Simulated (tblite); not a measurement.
C6H16OP2.
Cartesian coordinates in Å at the GFN2-xTB level; atoms count from 1:
```xyz
25
C6H16OP2 angstrom
C      3.0031   -1.0776   -0.0258
P      1.7046   -0.0326   -0.8370
C      2.2338    1.5986   -0.1516
P      0.2549   -0.4608    0.7786
O      0.5851    0.1711    2.0656
C     -1.4553   -0.1211    0.1431
C     -1.6938   -0.9688   -1.0963
C     -1.5079    1.3661   -0.1796
C     -2.4211   -0.4745    1.2664
H      3.0468   -0.8703    1.0441
H      2.7770   -2.1312   -0.1854
H      3.9687   -0.8587   -0.4801
H      2.2037    1.5758    0.9384
H      3.2464    1.8104   -0.4920
H      1.5755    2.3844   -0.5170
H      0.2453   -1.8652    0.8600
H     -2.6703   -0.7497   -1.5251
H     -1.6565   -2.0285   -0.8487
H     -0.9310   -0.7627   -1.8469
H     -1.1981    1.9416    0.6927
H     -2.5152    1.6722   -0.4582
H     -0.8348    1.5936   -1.0071
H     -2.3527   -1.5351    1.5084
H     -2.1712    0.0947    2.1604
H     -3.4476   -0.2478    0.9809
```

Method: GFN2-xTB as coded in tblite; computed harmonic values from a numerical Hessian at the method's own geometry, unscaled. The method is semi-empirical: single wavenumbers can be off by several per cent or more. Modes of hydrogen on phosphorus can be 10 to 20 % off. One conformer, not necessarily the lowest.

Harmonic wavenumbers (cm⁻¹): 36.2, 52.1, 106.9, 149.1, 168.0, 178.6, 182.8, 194.7, 201.0, 213.7, 228.6, 247.3, 274.7, 290.9, 338.6, 361.8, 384.3, 416.8, 469.6, 637.5, 709.4, 740.7, 803.6, 836.3, 853.1, 867.6, 901.0, 930.5, 949.6, 961.7, 968.5, 971.2, 1022.9, 1026.0, 1205.0, 1238.0, 1242.8, 1248.2, 1315.5, 1319.3, 1397.6, 1401.0, 1420.1, 1428.3, 1441.0, 1443.8, 1453.3, 1477.9, 1481.8, 1484.3, 1492.4, 1494.1, 1500.1, 2164.6, 2976.9, 2980.5, 2993.5, 2999.8, 3003.4, 3004.7, 3005.9, 3007.3, 3007.9, 3009.9, 3013.5, 3016.8, 3018.4, 3022.7, 3025.4.

A = 1836, B = 796.1, C = 765.3 MHz; mass 166.068 u (most abundant isotopes); point group C1, symmetry number 1.

**Question.** Zero-point energy?

**Answer.** ½Σν̃ = 45705 cm⁻¹ = 546.76 kJ/mol.

**Question.** Give the ideal-gas entropy at 298.15 K and 1 bar in the rigid-rotor, harmonic-oscillator model (classical rotation).

**Answer.** Translation 172.62, rotation 125.70, vibration 184.93: S = 483.2 J/(mol K).

**Question.** And Cp and H(298.15 K) − H(0)?

**Answer.** Cp = 216.04 J/(mol K), of which vibrations give 182.78 (their classical limit is 69 R = 573.7); H(298.15 K) − H(0) = 39.11 kJ/mol without the zero-point energy, 29.20 from vibrations.

**Question.** Blend soft modes into free rotors: weight 1/[1 + (100 cm⁻¹/ν̃)⁴] for the oscillator and the rest for a rotor with moment μB/(μ + B), μ = h/(8π²ν), B = 10⁻⁴⁴ kg m². What vibrational entropy results?

**Answer.** 172.51 J/(mol K) in place of 184.93, which changes −T·S at 298.15 K by +3.70 kJ/mol.

**Question.** Which modes carry the vibrational entropy at 298.15 K?

**Answer.** 36.2 cm⁻¹: 22.83; 52.1 cm⁻¹: 19.82; 106.9 cm⁻¹: 13.91; 149.1 cm⁻¹: 11.23; 168.0 cm⁻¹: 10.28; 178.6 cm⁻¹: 9.80 J/(mol K); the other 63 give 97.06 together.

**Question.** What must be added to the electronic energy to get the Gibbs energy at 298.15 K and 1 bar?

**Answer.** ZPE + [H(298.15 K) − H(0)] − T·S = 546.76 + 39.11 − 144.08 = 441.79 kJ/mol.

**Question.** How do the functions run with temperature in this model?

**Answer.** 
```tsv
T (K)	S (J/(mol K))	Cp (J/(mol K))	H − H(0) (kJ/mol)	G − H(0) (kJ/mol)	ln q(vib)
50	256.9	61.8	2.24	-10.61	0.78
100	313.7	106.5	6.47	-24.91	2.45
373.15	535.8	253.3	56.72	-143.20	13.38
500	618.0	309.6	92.54	-216.46	18.12
750	760.2	392.1	180.94	-389.24	26.85
1000	881.2	448.3	286.41	-594.81	34.82
```

q(vib) and H(0) count from the zero-point level.

Hindered rotation and anharmonicity are outside this model. Other conformers, if any are populated, would add a mixing term that is left out. The structure is chiral; the term R ln 2 for an equal mix with its mirror image is left out.
